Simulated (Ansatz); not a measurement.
Stepwise reaction of `Cl[SiH2]S[SiH2]Cl` with methanol, as a gas-phase model of exchange steps in deposition or etching. ΔE in kJ/mol.

Isolated molecules relaxed with PBE0-D4/def2-TZVP in Ansatz; ΔE leaves out vibrations. CBS: MP2 limit from def2 TZ/QZ plus the TZ coupled-cluster correction, frozen cores. This one scheme is used for every species. DFT in def2-TZVPP. B3LYP here is the variant with VWN-RPA as its local correlation; programs differ in this. Each species was taken in one conformer, which may not be the lowest.

```tsv
step	reaction	PBE-D4	B3LYP-D4	ωB97M-V	CCSD(T)/CBS
1	`Cl[SiH2]S[SiH2]Cl` + CH₃OH → `CO[SiH2]S[SiH2]Cl` + HCl	5.3	-4.2	-1.3	-1.4
2	`CO[SiH2]S[SiH2]Cl` + CH₃OH → `CO[SiH2]S[SiH2]OC` + HCl	9.2	0.0	2.7	2.1
```

By hand: ΔE of the 2 steps together at CCSD(T)/CBS.

(-1.4) + (2.1) = 0.7 kJ/mol, or 0.4 kJ/mol a step.

In ΔE the steps differ by no more than 3.5 kJ/mol. PBE-D4 differs from CCSD(T)/CBS by 6.7 to 7.1 kJ/mol a step. Isolated molecules leave out the surface, adducts and barriers. Largest T1 diagnostic: 0.012.
